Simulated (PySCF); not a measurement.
SMILES O[Si](OB(C)C)(O)O (C2H9BO4Si), GFN2-xTB optimised geometry.

```
17

Si    -0.97     1.41     0.02
O     -2.17     0.45    -0.49
O     -1.35     1.93     1.51
O     -0.76     2.74    -0.90
O      0.42     0.60     0.00
B      1.06    -0.58     0.00
C      0.24    -1.94     0.01
C      2.65    -0.58     0.00
H     -3.07     0.70    -0.31
H     -0.81     2.60     1.92
H     -0.44     2.65    -1.79
H      0.74    -2.74    -0.54
H      0.13    -2.29     1.03
H     -0.75    -1.81    -0.40
H      3.02    -0.92    -0.96
H      3.07     0.41     0.18
H      3.05    -1.26     0.75
```

Density from CAM-B3LYP/def2-SVP in PySCF at that geometry.

Minimum of the electron density along straight lines between bonded atoms, close to the bond critical point (lines longer than 1.1 times the sum of covalent radii, or with two minima, are not listed):

```csv
bond,length / Å,ρ at the minimum / e bohr⁻³,∇²ρ there / e bohr⁻⁵,position (fraction from the first atom)
Si1–O2,1.624,0.133,1.10,0.41
Si1–O3,1.620,0.134,1.12,0.41
Si1–O4,1.630,0.131,1.07,0.41
Si1–O5,1.612,0.131,1.13,0.41
O5–B6,1.332,0.207,1.26,0.67
B6–C7,1.590,0.180,-0.20,0.32
B6–C8,1.593,0.179,-0.19,0.32
O2–H9,0.953,0.353,-2.52,0.82
O3–H10,0.953,0.354,-2.49,0.82
O4–H11,0.953,0.354,-2.49,0.82
C7–H12,1.087,0.272,-0.97,0.62
C7–H13,1.089,0.267,-0.94,0.62
C7–H14,1.086,0.274,-1.00,0.63
C8–H15,1.089,0.268,-0.95,0.62
C8–H17,1.087,0.270,-0.96,0.62
```
